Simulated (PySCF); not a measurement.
# Dipole response of Pd+ (palladium, charge +1)

[Kr] 4d8 5s1, high-spin 4F determinant (an excited configuration). All numbers are calculated (PySCF 2.14, a scalar-relativistic core potential, in aug-cc-pVTZ-PP with ECP28MDF). Coupled (time-dependent) response in atomic units; α is the mean over directions.

```
 method  mean α (bohr³)  C₆ (like pair)  S(−4)
    UHF           36.55           236.5   1070
    PBE           25.36           165.4  392.9
   PBE0           27.13           175.3  481.2
r2SCANh           30.15           202.7  589.7
```

S(−4) is the Cauchy moment in α(ω) = α(0) + S(−4) ω² + …

Spin-orbit coupling is absent.

α(iu) at PBE0:

```json
{"u (hartree)": "0", "α(iu) (bohr³)": "27.13"}
{"u (hartree)": "0.0500", "α(iu) (bohr³)": "25.99"}
{"u (hartree)": "0.100", "α(iu) (bohr³)": "23.23"}
{"u (hartree)": "0.200", "α(iu) (bohr³)": "17.15"}
{"u (hartree)": "0.300", "α(iu) (bohr³)": "12.90"}
{"u (hartree)": "0.500", "α(iu) (bohr³)": "8.441"}
{"u (hartree)": "0.750", "α(iu) (bohr³)": "5.875"}
{"u (hartree)": "1.00", "α(iu) (bohr³)": "4.459"}
{"u (hartree)": "1.50", "α(iu) (bohr³)": "2.888"}
{"u (hartree)": "2.00", "α(iu) (bohr³)": "2.033"}
{"u (hartree)": "3.00", "α(iu) (bohr³)": "1.158"}
{"u (hartree)": "5.00", "α(iu) (bohr³)": "0.5079"}
```

A single London oscillator, α(iu) = α/(1 + u²/ω²), gives C₆ = (3/4) ω α². Matching the computed C₆ needs ω = 4 × 175.3 / (3 × 27.13²) = 0.318 hartree.

For an ion, C₆ is the dispersion term alone; charge-induced terms of lower order in 1/R come first.

Energies and moments cover only the electrons outside the core potential.
